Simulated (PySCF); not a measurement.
Can point charges reproduce the dipole moment of `C[C@@H]1[C@H](C)CC[C@@H]1F`?

Coordinates (GFN2-xTB, Å) and charges (e) from the PBE0/pcSseg-1 density (PySCF):

```
atom       x       y       z  Mulliken      IAO  Hirshfeld  ESP-fitted
  C1  -2.000  -0.711  -0.419   -0.1776  -0.4205    -0.1238     -0.5362
  C2  -0.630  -0.723   0.245   -0.3369  -0.1241    -0.0304     +0.2286
  C3  -0.138   0.625   0.801   -0.3133  -0.1043    -0.0243     +0.2235
  C4  -0.351   1.789  -0.162   -0.2043  -0.4246    -0.1224     -0.4282
  C5   1.352   0.348   1.029   -0.1662  -0.2644    -0.0718     -0.2008
  C6   1.783  -0.515  -0.164   -0.1969  -0.2902    -0.0803     -0.1655
  C7   0.504  -1.181  -0.689   +0.2232  +0.1702    +0.0668     +0.1524
  F8   0.272  -0.774  -1.992   -0.3426  -0.3370    -0.1059     -0.2696
  H9  -2.287  -1.723  -0.697   +0.1142  +0.1413    +0.0398     +0.1315
 H10  -2.744  -0.316   0.268   +0.1120  +0.1386    +0.0403     +0.1266
 H11  -1.991  -0.103  -1.319   +0.1241  +0.1492    +0.0357     +0.1494
 H12  -0.651  -1.433   1.079   +0.1188  +0.1300    +0.0386     -0.0257
 H13  -0.641   0.853   1.745   +0.1122  +0.1260    +0.0343     -0.0323
 H14  -1.410   2.004  -0.277   +0.1163  +0.1387    +0.0393     +0.1011
 H15   0.135   2.682   0.223   +0.1129  +0.1370    +0.0385     +0.1023
 H16   0.064   1.563  -1.140   +0.1158  +0.1423    +0.0330     +0.1268
 H17   1.935   1.264   1.101   +0.1170  +0.1349    +0.0388     +0.0732
 H18   1.483  -0.211   1.957   +0.1147  +0.1296    +0.0348     +0.0420
 H19   2.533  -1.251   0.119   +0.1245  +0.1424    +0.0418     +0.0643
 H20   2.200   0.102  -0.960   +0.1346  +0.1534    +0.0403     +0.0908
 H21   0.575  -2.272  -0.747   +0.0975  +0.1316    +0.0367     +0.0457
```

Problem. Compute μ = Σ q r for each scheme (1 e·Å = 4.803 D) and compare with the dipole of the full density.

Solution. The full density gives (0.21, -0.30, 1.67) D, 1.71 D in size; dipole vectors point from the negative to the positive end.

| scheme | μx | μy | μz | size (D) | share of the full size (%) | angle to the full dipole (°) |
| --- | --- | --- | --- | --- | --- | --- |
| Mulliken | 0.40 | 0.05 | 1.45 | 1.51 | 88 | 15 |
| IAO | 0.46 | -0.72 | 2.72 | 2.85 | 167 | 5 |
| Hirshfeld | 0.25 | -0.35 | 0.94 | 1.04 | 61 | 12 |
| ESP-fitted | 0.23 | -0.27 | 1.64 | 1.68 | 98 | 1 |

Problem. Which set comes closest?

Solution. Length of the difference vector: ESP-fitted 0.05 D, Mulliken 0.46 D, Hirshfeld 0.73 D, IAO 1.16 D. Closest: ESP-fitted. ESP charges are fitted to the potential around the molecule, whose slowest-falling term is the dipole's. The schemes that divide the density aren't constrained to reproduce the dipole.

Problem. What is left for the Hirshfeld atoms' own dipoles?

Solution. The shares of the density sum to the whole, so what Σ q r misses lies in dipoles about the nuclei. The atomic dipoles sum to (0.21, -0.30, 1.67) − (0.25, -0.35, 0.94) = (-0.04, 0.05, 0.73) D, 0.73 D in size.

Problem. With the origin at the mean of the coordinates, (0.000, 0.001, 0.000) Å, which are the largest single terms, by size, of the ESP-fitted dipole along the direction of the full one?

Solution. F8 +2.30, C1 +1.37, H11 -1.09, C5 -1.07, C4 +1.06 D; all 21 atoms together +1.68 D. The single terms depend on the origin, their sum doesn't.

Problem. Give the size of the full dipole in other units.

Solution. 1.71 D = 0.672 au = 0.356 e·Å = 5.70 × 10⁻³⁰ C·m.

Isolated species at its GFN2-xTB geometry (one conformer only).
